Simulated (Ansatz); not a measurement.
Program: Ansatz. Geometries: PBE0-D4/def2-TZVP. ΔE: electronic, gas phase. CCSD(T)/CBS adds triple-zeta CCSD(T) − MP2 to the extrapolated MP2 energy (def2 sets, frozen cores). This one scheme is used for every species. Functionals use def2-TZVPP. B3LYP here is the variant with VWN-RPA as its local correlation; programs differ in this. One conformer a species, not always the lowest.

Reaction (substitution at a C–O bond): `COCCCF` + `OCF` → `FCCCOCF` + CH₃OH

```
             level  ΔE (kJ/mol)  difference from CCSD(T)/CBS
            PBE-D4          4.3                          0.9
          B3LYP-D4          3.4                          0.0
           ωB97M-V          3.4                          0.0
               PBE          6.0                          2.6
            r2SCAN          4.9                          1.5
              PBE0          6.6                          3.2
             B3LYP          6.1                          2.7
     HF/def2-TZVPP          8.2                          4.8
    MP2/def2-TZVPP          4.8                          1.4
SCS-MP2/def2-TZVPP          5.1                          1.7
   CCSD/def2-TZVPP          4.6                          1.2
CCSD(T)/def2-TZVPP          3.8                          0.4
     HF/def2-QZVPP          8.3                          4.9
      HF/CBS(def2)          8.3                          4.9
     MP2/CBS(def2)          4.4                          1.0
    CCSD/CBS(def2)          4.2                          0.8
       CCSD(T)/CBS          3.4                            0
```

Largest T1 diagnostic among the species: 0.011.

In def2-TZVPP, CCSD(T) changes the Hartree–Fock value by −4.4 kJ/mol (the triples alone add −0.8 kJ/mol) and MP2 by −3.4 kJ/mol.
